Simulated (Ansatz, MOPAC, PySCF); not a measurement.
Acid–base and redox partners of O[GeH3]. Isolated molecules, 0 K electronic values unless said otherwise. One relaxed conformer stands for each flexible species; it need not be the lowest. Strings in code marks are SMILES.

Quantity: electronic energy of isomers of H3GeO (charge -1) relative to `[OH][GeH2-]`, in kJ/mol. Semi-empirical values (MOPAC) are differences of heats of formation. Levels without diffuse functions put anions too high.

Level 1: frozen-core MP2/aug-cc-pVTZ // PBE0-D4/def2-TZVPD (Ansatz, an electronic-structure program)
Level 2: B3LYP/3-21G // PBE0-D4/def2-TZVPD (PySCF)
Level 3: SVWN5/6-31G* // PBE0-D4/def2-TZVPD (PySCF)
Level 4: PM7 // PBE0-D4/def2-TZVPD (MOPAC)

```tsv
species	level 1	level 2	level 3	level 4
`[O-][GeH3]` (not the most acidic site)	6.15	13.08	42.4	118.8
```
